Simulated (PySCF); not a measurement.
**Computed properties of Si(CF3)(Cl)2(H) (CHCl2F3Si), SMILES FC(F)(F)[SiH](Cl)Cl**

CHCl2F3Si, SMILES FC(F)(F)[SiH](Cl)Cl. Geometry: ωB97X-D3(BJ)/def2-SVP. Other conformers were not sampled. All values are computed for the isolated molecule unless a solvent is named; none is compared with measurement here.

**Structure.** The optimised structure has Cs symmetry. All 18 harmonic modes at ωB97X-D3(BJ)/def2-SVP (PySCF) are real, so it is a minimum. With heavy atoms numbered as in [SiH:1]([Cl:2])([Cl:3])[C:4]([F:5])([F:6])[F:7], the shortest bond between them is C4–F5 at 1.340 Å and the longest Si1–Cl3 at 2.039 Å.

**Vibrations.** The strongest infrared lines (harmonic, unscaled, degenerate partners summed) lie at 1195 cm⁻¹ (218 km/mol, C 72 %, F 27 %), 1209 cm⁻¹ (203 km/mol, C 72 %, F 27 %), 827 cm⁻¹ (160 km/mol, H 88 %, Si 11 %). The softest mode is at 41 cm⁻¹ and the zero-point energy is 17.3 kcal/mol.

**Electronic structure.** r2SCAN/def2-TZVP (PySCF) places the frontier levels at -8.31 and -0.99 eV, a gap of 7.32 eV, and gives a dipole moment of 1.40 D and a mean polarisability of 60.4 bohr³. PBE/def2-TZVP (PySCF) at the same geometry gives -7.93 and -1.32 eV, so its gap is 0.71 eV narrower. An orbital gap is neither the optical nor the fundamental gap.

**Excitations.** TDDFT-CAM-B3LYP/def2-SVPD (PySCF) has S1 at 7.75 eV (160 nm, f = 0.011, weak); the most intense of the 10 singlets computed lies at 9.00 eV (f = 0.08). T1 (TDA) is at 7.35 eV. TDDFT-PBE/def2-SVPD (PySCF) puts S1 at 6.67 eV. No vertical singlet excitation falls in the visible range (under 3.1 eV).

**NMR.** GIAO shifts at PBE0/pcSseg-1 (PySCF) (non-relativistic, atoms alike by connectivity averaged): ¹³C at 133.6 ppm against TMS; ¹H at 5.7 ppm against TMS; ²⁹Si at 2.4 ppm against TMS; ¹⁹F at -86.3 ppm against CFCl3. Without spin–orbit terms, shifts of atoms bonded to Cl or Br come out too high.

**Solvation.** SMD-B3LYP/6-31G* (PySCF) gives 2.1 kcal/mol in water, -2.0 kcal/mol in toluene, -1.9 kcal/mol in n-hexane (1 M in both phases, gas-phase geometry).
